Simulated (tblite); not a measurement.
ClK, singlet, geometry from GFN2-xTB (such geometries of metal compounds can be far from the true shape); GFN1-xTB in tblite.

The tblite input:
```
$ tblite run mol.xyz --method gfn1 --charge 0 --spin 0 --grad --json tblite.json --no-restart

# file mol.xyz
2

K     -0.00000000    -0.00000000    -1.21784993
Cl     0.00000000     0.00000000     1.36112639
```

The log (banner, timings and long lists left out):

```
xTB calculator
 | screened Coulomb repulsion
 | Coulomb electrostatics
 |  * isotropic Klopman-Ohno-Mataga-Nishimoto electrostatics
 |  * onsite third-order electrostatics
 | DFT-D3(BJ) dispersion correction

halogen bonding energy    0.0000000000000E+00 Eh
repulsion energy          4.3555558392530E-03 Eh
dispersion energy        -2.6269774367706E-04 Eh
number of electrons       8.0000000000000E+00 e
integral cutoff           4.0000000000000E+01 bohr

------------------------------------------------------------
  cycle        total energy    energy error   density error
------------------------------------------------------------
      1     -4.625917739695  -4.6300106E+00   5.9800872E-01
      2     -4.630555234611  -4.6374949E-03   3.4916614E-01
      3     -4.632045413278  -1.4901787E-03   3.6044063E-02
      4     -4.632132678772  -8.7265494E-05   1.0176659E-02
      5     -4.632141839844  -9.1610720E-06   1.8874352E-04
      6     -4.632141839818   2.6097347E-11   7.1377155E-05
      7     -4.632141839885  -6.6550321E-11   2.5220000E-07
------------------------------------------------------------

electronic energy        -4.6362346979803E+00 Eh
total energy             -4.6321418398847E+00 Eh

Post processing:
 | Mayer-Wiberg bond orders

[Info] Tight-binding results written to 'tblite.txt'
[Info] JSON dump of results written to 'tblite.json'
```
